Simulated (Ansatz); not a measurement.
CH₄SSn (`[CH3][Sn][SH]`). Total charge 0; spin multiplicity 1. Sn: def2 effective core potential. The structure was optimised at the PBE0-D4/def2-TZVP level. It is one conformer, not always the lowest.

```xyz
7

C    -0.651    0.716    0.149
Sn   -0.775   -1.126   -1.029
S     1.478   -1.863   -0.485
H     0.173    1.332   -0.221
H    -0.447    0.469    1.195
H    -1.576    1.291    0.094
H     1.799   -0.818    0.296
```

Task: What is the dipole moment at r2SCAN/def2-TZVPP? (Best estimate.)

Result: Ansatz gave: 1.87 D, with components (-1.27, 1.35, 0.26) D in this frame, pointing from negative to positive charge.

Task: And with PBE, B3LYP, ωB97M-V? (An estimate is asked.)

Result: The calculation gave: PBE 1.77 D, B3LYP 1.87 D, ωB97M-V 1.98 D.

Task: Give the Mulliken charges with r2SCAN, PBE, B3LYP in def2-TZVPP. (Estimate.)

Result: Ansatz gave: 
```
atom  r2SCAN    PBE  B3LYP
  C1   -0.53  -0.61  -0.62
 Sn2    0.54   0.53   0.57
  S3   -0.40  -0.39  -0.41
  H4    0.09   0.12   0.11
  H5    0.09   0.12   0.11
  H6    0.09   0.12   0.12
  H7    0.11   0.12   0.11
```

B3LYP here is the variant with VWN-RPA as its local correlation; programs differ in this.
